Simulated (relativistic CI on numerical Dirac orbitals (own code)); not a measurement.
# W⁶⁺: O2,3 absorption edge

Computed with this model: Dirac-Coulomb-Breit CI, KLI orbitals optimised for each configuration, QED by a radiative potential, valence Slater integrals scaled by 0.9, multiplet model of core-to-valence dipole absorption; configurations [Xe] 4f14 → [Kr] 4d10 4f14 5s2 5p5 5d; 300 K; Lorentzian 1 eV and Gaussian 0.3 eV FWHM. Energies are those of the free ion, without screening or charge transfer. The branching ratio is the share of the lower-energy edge in the whole absorption, uncertain by about 0.02 where the edges overlap. S is read from ⟨S²⟩ = S(S + 1).

Field parameters in Wybourne normalisation: D3d B²₀ = −7Dσ, B⁴₀ = −14Dq − 21Dτ, B⁴₃ = −14√(10/7) Dq; Oh B⁴₀ = 21Dq, B⁴₄ = √(5/14) B⁴₀. The field is a parameter set, without covalency.

free ion: ground-state S = 0.00, centroid 56.00 eV. Peaks (eV, height): 47.0 (26), 58.5 (100).

Oh, 10Dq = 23400 cm⁻¹: ground-state S = 0.00, centroid 56.00 eV. Peaks (eV, height): 47.2 (23), 53.5 (11), 58.8 (100).

Oh, 10Dq = 19150 cm⁻¹: ground-state S = 0.00, centroid 56.00 eV. Peaks (eV, height): 47.0 (24), 53.5 (8), 58.8 (100).

D3d, 10Dq = 42800, Dσ = -240, Dτ = -270 cm⁻¹: ground-state S = 0.00, centroid 56.00 eV. Peaks (eV, height): 42.5 (9), 47.8 (17), 53.5 (29), 59.5 (100).

Strongest unbroadened transitions for Oh, 10Dq = 19150 cm⁻¹:

```json
{"Energy (eV)": "39.07", "Relative strength": "0.1"}
{"Energy (eV)": "40.41", "Relative strength": "0.3"}
{"Energy (eV)": "42.07", "Relative strength": "0.1"}
{"Energy (eV)": "43.23", "Relative strength": "2.3"}
{"Energy (eV)": "47.11", "Relative strength": "24.2"}
{"Energy (eV)": "53.50", "Relative strength": "6.3"}
{"Energy (eV)": "58.68", "Relative strength": "100.0"}
```
